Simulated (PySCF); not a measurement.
Excitation energy of Zr by level of theory

Zr [Kr] 4d2 5s2 (3F) → Zr [Kr] 4d4 (5D), as a difference of total energies. All numbers are calculated (PySCF 2.14, scalar relativity through the core potential, in aug-cc-pwCVTZ-PP with ECP28MDF (8s8p7d4f3g, 122 functions)). Correlated levels: valence: 4s2 4p6 frozen; valence and next inner shell: nothing frozen outside the core potential. The calculations carry no spin-orbit coupling.

| method | excitation energy (cm⁻¹) |
| --- | --- |
| UHF | 20154 |
| LDA | 16410 |
| PBE | 15521 |
| PBE0 | 16178 |
| r2SCAN | 16263 |
| HSE06 | 16424 |
| TPSSh | 17436 |
| M06-L | 23222 |
| MP2 (valence) | 21725 |
| SCS-MP2 (valence) | 27332 |
| MP2 (valence and next inner shell) | 20589 |
| SCS-MP2 (valence and next inner shell) | 25586 |
